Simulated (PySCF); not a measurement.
Species: [Ti(CH3)4], C4H12Ti (singlet state).
Z-matrix (Å and degrees, PBE0-D3(BJ)/def2-SVP geometry), rows numbered from 1:
```
C 
Ti  1  2.0568
C   2  2.0553  1  109.43
C   2  2.0559  1  109.57  3   120.15
C   2  2.0563  1  109.44  3  -119.75
H   1  1.1041  2  109.86  3   -61.73
H   1  1.1042  2  109.77  3   178.48
H   1  1.1039  2  110.13  3    58.46
H   3  1.1040  2  110.06  1  -165.23
H   3  1.1044  2  109.56  1    75.00
H   3  1.1039  2  110.12  1   -44.82
H   4  1.1037  2  110.32  1   -44.11
H   4  1.1043  2  109.67  1    76.09
H   4  1.1043  2  109.74  1  -164.36
H   5  1.1037  2  110.38  1   -52.48
H   5  1.1044  2  109.57  1    67.59
H   5  1.1042  2  109.82  1  -172.88
```

Level: CAM-B3LYP/def2-SVPD in PySCF, non-relativistic, on one gas-phase PBE0-D3(BJ)/def2-SVP geometry that isn't relaxed in the solvent. The solvent is an IEF-PCM continuum (Bondi radii, 1.10 Å for H, scaled by 1.2). The model holds no explicit solvent molecules, cavitation or dispersion.

Gas phase at CAM-B3LYP/def2-SVPD: HOMO -9.00 eV, LUMO -0.23 eV, dipole 0.01 D.

Question: What does the continuum do to the energy, the frontier levels and the dipole at CAM-B3LYP/def2-SVPD in chloroform and water?

Answer: 
```tsv
solvent	ε	E(solvent) − E(gas) (kJ/mol)	polarisation term (kJ/mol)	distortion of the solute (kJ/mol)	HOMO (eV)	LUMO (eV)	dipole (D)
chloroform	4.711	-4.90	-5.23	0.33	-8.86	-0.09	0.01
water	78.36	-7.17	-7.94	0.77	-8.83	-0.05	0.02
```

The polarisation term is half the interaction of the solute with the surface charges that it induces; the rest is the cost of distorting the solute's density. The sum is the electrostatic part of solvation alone. From chloroform to water the lowering changes by a factor 1.46, Onsager's factor (ε − 1)/(2ε + 1) by 1.38 and ε itself by 16.6. Charge and dipole vanish, so a point-dipole model would give no lowering at all.

Question: How does the static polarisability (CAM-B3LYP/def2-SVPD, frozen core, with the continuum's full static response) change?

Answer: 
```csv
medium,isotropic (au),principal values (au),⟨r²⟩ of the electrons (bohr²)
gas,95.8,"95.7, 95.8, 95.8",771.1
chloroform,123.0,"122.9, 123.0, 123.1",771.7
water,138.1,"138.0, 138.1, 138.1",772.0
```

The isotropic value in water is 1.44 times the gas-phase one; no cavity-field correction is applied. ⟨r²⟩ is taken about the centre of nuclear charge.
